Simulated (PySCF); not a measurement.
Harmonic spectrum computed at PBE in the def2-TZVP basis family (core potentials from Rb on, PySCF, no spin–orbit coupling):

| ω (cm⁻¹) | IR (km/mol) |
| --- | --- |
| 77 | 84.2 |
| 79 | 86.6 |
| 322 | 27.9 |
| 518 | 2.9 |

Q: Which molecule gave it? In each, all ligands are bound to the one heavy central atom.
A. ZrO₂ (singlet)
B. CaO₂ (triplet)
C. CO₂ (singlet)
D. KO₂ (quartet)
E. TiO₂ (singlet)

A: B. It has C∞v symmetry with Ca–O 1.960 Å, Ca–O 2.079 Å.
